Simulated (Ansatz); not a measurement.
Reaction: GeNH5 (SMILES [GeH3][NH2]) → GeNH4 (SMILES [NH2][GeH2], doublet) + H (doublet) (the Ge-H bond breaks)
Each species at its own B3LYP-D3(BJ)/def2-TZVP minimum (Ansatz, a quantum-chemistry and plane-wave program).

Total energies in hartree (Ansatz). UHF or UKS for unpaired electrons; spin-orbit terms are left out. Cores are frozen in correlated methods (noble-gas shells, and filled d and f shells in the p block). No relativity. For partners of very few electrons the exact lower level stands in for a higher one.

| species | HF/cc-pVTZ | CCSD(T)/cc-pVTZ | HF/cc-pVQZ | CCSD(T)/cc-pVQZ | CCSDT(Q)/cc-pVTZ |
|---|---|---|---|---|---|
| 1: GeNH5 (SMILES [NH2][GeH3]) | -2132.78932 | -2133.18138 | -2132.79814 | -2133.21153 | -2133.18258 |
| 2: GeNH4 (SMILES [NH2][GeH2], doublet) | -2132.18015 | -2132.54445 | -2132.18891 | -2132.57334 | -2132.54582 |
| 3: H (doublet) | -0.49981 | -0.49981 | -0.49995 | -0.49995 | -0.49981 |

Q: Work out the bond dissociation energy (electronic) in kcal/mol: take Hartree-Fock from cc-pVQZ, extrapolate the CCSD(T) correlation energy as X^-3 (X = 3, 4), and add CCSDT(Q) - CCSD(T) in cc-pVTZ. 1 hartree = 627.51 kcal/mol.

A: 
Species 1: correlation (64·(-0.41339) - 27·(-0.39206))/37 = -0.42896; step -0.00120; E1 = -2132.79814 + (-0.42896) + (-0.00120) = -2133.22830
Species 2: correlation (64·(-0.38443) - 27·(-0.36430))/37 = -0.39912; step -0.00137; E2 = -2132.18891 + (-0.39912) + (-0.00137) = -2132.58940
Species 3: correlation (64·(0.00000) - 27·(0.00000))/37 = 0.00000; step +0.00000; E3 = -0.49995 + (0.00000) + (+0.00000) = -0.49995
-1·E1 +1·E2 +1·E3 = 0.13895 hartree = 87.2 kcal/mol.
